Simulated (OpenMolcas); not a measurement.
**Cr2+: effect of the metal basis**

Cr2+ with its 8 nearest fluoride ions at 2.334 Å, on the Sr site of SrF2 (a = 5.796 Å, distance in the model lattice 2.510 Å). The rest of the host is ab initio model potentials to 7.6 Å and point charges beyond; the distance is set by hand and nothing relaxes.

```yaml
Program: OpenMolcas 26.06
Method: "SS-CASPT2, IPEA 0.25 Eh, imaginary shift 0.1 Eh (closed shells correlated: 3s 3p and the ligand valence shells)"
Spin-orbit_coupling: RASSI with atomic mean-field integrals over the reference wave functions
```

Fixed: ligand basis ANO-RCC-VDZP, active space 4 electrons in 5 orbitals (3d), DKH2 Hamiltonian.

States (labels of O, the rotations of Oh). Energies in cm-1 above the lowest state or level, χT in cm3 K/mol; under a threefold ground state the first gap can be a small split of the lowest multiplet, not the spin-orbit step.

```
Run   Metal basis  Ground state  First state of that spin  First gap with spin-orbit (degeneracies)  χT at 300 K  First state of another spin                     Cost
  A  ANO-RCC-VDZP           5T2                   5E 4700                                 14 (1, 3)        2.618                    3T1 14950   roughly 8 core-minutes
  B  ANO-RCC-VTZP           5T2                   5E 4630                                 14 (1, 3)        2.631                    3T1 14310  roughly 14 core-minutes
```

Against A, the first state of the same spin changes by -1.5 % in B.

Costs are those of the CASPT2 steps.

Roots that are degenerate in the reference are averaged as groups; the widest CASPT2 spread within a group is 710 cm-1 (the 3-fold group of multiplicity 3 near 43700 cm-1 above the lowest state of its run, B). Shifts and gaps below about the spread of the groups concerned are not significant. Over all roots computed the reference weight is 0.68 to 0.69 in A, 0.68 to 0.69 in B; a low but even weight reflects the number of correlated electrons. An orbital triplet at a regular site is open to Jahn-Teller coupling, which can distort the site and quench the lowest spin-orbit gaps and is left out. Ligand-to-metal charge-transfer states are missing. These CASPT2 states fit no ligand-field parameters well, so their order and spin gaps are uncertain. With no ligand orbital active B as a rule stays too high, so bands that hang on it stand too high and its fall with covalency is understated. With one d shell and no ligand orbital active, 10Dq can be off by tens of per cent for divalent 3d ions, low with halides held by bare charges and at times high in hosts. Free-ion shares, where given, are those of the reference states; single-state CASPT2 does not remix them. No measured value stands beside these numbers; the geometry was set by hand and not optimised.
